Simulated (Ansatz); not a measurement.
BH$_{5}$OSi$_{2}$, SMILES `[SiH3][SiH]1BO1`. The species carries charge 0 and has multiplicity 1.

```xyz
9

Si   -0.4173    1.2053   -1.0432
Si   -0.4292   -0.6572    0.3588
B     0.9214   -1.0808    1.6381
O     1.1354   -1.4823    0.3828
H    -1.6696    1.9759   -0.8153
H     0.7524    2.0595   -0.7122
H    -0.3530    0.8111   -2.4761
H    -1.5069   -1.6301    0.0370
H     1.5668   -1.2014    2.6301
```

(1) What are the harmonic wavenumbers in cm⁻¹ at PBE0-D4/def2-TZVP (Ansatz, finite differences of forces, unscaled)? (Best estimate.)

(2) Is this a minimum?

(3) Give the ideal-gas thermochemistry at 298.15 K and 1 bar (rigid rotor, harmonic oscillator; point group C1, symmetry number 1).

(4) And at 400, 500, 600, 800 and 1000 K?

Answers

(1) Computed: 85, 141, 175, 404, 493, 511, 560, 620, 730, 741, 785, 875, 930, 936, 973, 1342, 2210, 2219, 2226, 2236, 2689.

(2) Yes, all 21 modes are real.

(3) Zero-point energy 130.9 kJ/mol; H(298) − E = 150.2 kJ/mol; entropy 329.6 J/(mol·K), of which translation 164.7, rotation 108.7, vibration 56.2; G(298) − E = 52.0 kJ/mol. Modes under 100 cm⁻¹ are hindered rotations or soft bends, so the harmonic entropy is rough.

(4) 
| T (K) | H − E (kJ/mol) | S (J/mol/K) | G − E (kJ/mol) |
| --- | --- | --- | --- |
| 400 | 161.5 | 361.9 | 16.7 |
| 500 | 174.2 | 390.2 | -20.9 |
| 600 | 188.1 | 415.6 | -61.2 |
| 800 | 218.9 | 459.7 | -148.9 |
| 1000 | 252.4 | 497.1 | -244.7 |
